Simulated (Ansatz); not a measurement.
Start from `[NH2][GeH]([OH])[CH2]F` and change one atom or group to get `[OH][GeH]([OH])[CH2]F`.

Ansatz, PBE0-D4/def2-TZVP geometries, multiplicity 1. Each molecule was computed in one conformer, which needn't be the lowest.

Scalar relativity is left out up to krypton.

```
                                          property  `[NH2][GeH]([OH])[CH2]F`
    size of the dipole moment (PBE/def2-TZVPP) / D                      1.62
           HOMO–LUMO gap (ωB97M-V/def2-TZVPP) / eV                     12.04
size of the dipole moment (ωB97M-V/def2-TZVPP) / D                      1.72
               HOMO energy (B3LYP/def2-TZVPP) / eV                     -7.36
               LUMO energy (B3LYP/def2-TZVPP) / eV                      0.10
               HOMO–LUMO gap (PBE/def2-TZVPP) / eV                      5.66
```

Problem. What does the change do to each property? (An estimate is asked.)

Solution. Ansatz gave: 
```json
{"property": "size of the dipole moment (PBE/def2-TZVPP) / D", "`[OH][GeH]([OH])[CH2]F`": "1.32", "shift": "-0.30"}
{"property": "HOMO–LUMO gap (ωB97M-V/def2-TZVPP) / eV", "`[OH][GeH]([OH])[CH2]F`": "12.53", "shift": "0.49"}
{"property": "size of the dipole moment (ωB97M-V/def2-TZVPP) / D", "`[OH][GeH]([OH])[CH2]F`": "1.38", "shift": "-0.34"}
{"property": "HOMO energy (B3LYP/def2-TZVPP) / eV", "`[OH][GeH]([OH])[CH2]F`": "-8.12", "shift": "-0.76"}
{"property": "LUMO energy (B3LYP/def2-TZVPP) / eV", "`[OH][GeH]([OH])[CH2]F`": "-0.08", "shift": "-0.18"}
{"property": "HOMO–LUMO gap (PBE/def2-TZVPP) / eV", "`[OH][GeH]([OH])[CH2]F`": "6.15", "shift": "0.49"}
```

With PBE0 the HOMO falls by 0.73 eV and the LUMO falls by 0.15 eV, so the gap widens by about 0.58 eV. PBE moves the HOMO by -0.65 eV and ωB97M-V by -0.64 eV. Dipoles are sizes alone; their direction can turn.

B3LYP here is the variant with VWN-RPA as its local correlation; programs differ in this.
